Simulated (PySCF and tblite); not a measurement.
The numbers below are computed, except where a source is named.
# Barrier and rate of a rearrangement

System: C₆H₆Cl (charge +1), numbered as in [Cl:1][C+:2]1[CH:3]=[CH:4][CH2:5][CH:6]=[CH:7]1.

Motion: shift of H on C5 from C5 to C4. Level: PBE0/pcSseg-1 + D3(BJ) on B3LYP-D3(BJ)/def2-SVP stationary points, with GFN2-xTB thermal terms. Rates follow Eyring's equation with the number of equivalent paths and no tunnelling. (PySCF 2.14 with density fitting, tblite 0.8.)

```tsv
point	symmetry	E(GFN2) kcal/mol	E(DFT) kcal/mol	ZPE change kcal/mol	lowest mode cm⁻¹
start	C2v	0.0	0.0	0.00	125
saddle	C1	17.8	16.6	-2.01	802i
end	Cs	8.2	7.8	-0.73	151
```

```json
{
  "Electronic barrier": "16.6 kcal/mol",
  "Barrier with zero-point energy": "14.6 kcal/mol",
  "ΔH‡ (298 K)": "14.4 kcal/mol",
  "ΔS‡ (298 K, symmetry apart)": "-1.4 cal/(mol K)",
  "Paths": "4 equivalent paths",
  "End point": "a different minimum",
  "Mean lifetime of the start against this motion at 298 K": "2.8 ms",
  "Cost": "3.1 min on 1 thread of Arm Neoverse V1 (shared host) (rough), peak memory 0.82 GiB, launched as `OMP_NUM_THREADS=1 python ens_run.py task.json out`"
}
```

```json
{"T/K": "250", "ΔG‡ kcal/mol": "14.7", "k s⁻¹": "2.8", "ΔG kcal/mol": "7.0", "k back s⁻¹": "1.9×10⁶"}
{"T/K": "298", "ΔG‡ kcal/mol": "14.8", "k s⁻¹": "363", "ΔG kcal/mol": "7.0", "k back s⁻¹": "2.4×10⁷"}
{"T/K": "350", "ΔG‡ kcal/mol": "14.8", "k s⁻¹": "1.6×10⁴", "ΔG kcal/mol": "7.0", "k back s⁻¹": "1.7×10⁸"}
{"T/K": "400", "ΔG‡ kcal/mol": "14.9", "k s⁻¹": "2.3×10⁵", "ΔG kcal/mol": "6.9", "k back s⁻¹": "7.2×10⁸"}
{"T/K": "500", "ΔG‡ kcal/mol": "15.1", "k s⁻¹": "1.1×10⁷", "ΔG kcal/mol": "6.8", "k back s⁻¹": "5.2×10⁹"}
```

ΔG and ΔG‡ leave out symmetry numbers and mirror images; rates count paths: 4 out, 2 back.

Tunnelling of the moving H, left out here, will speed the real process. The ion is treated without a counter-ion.
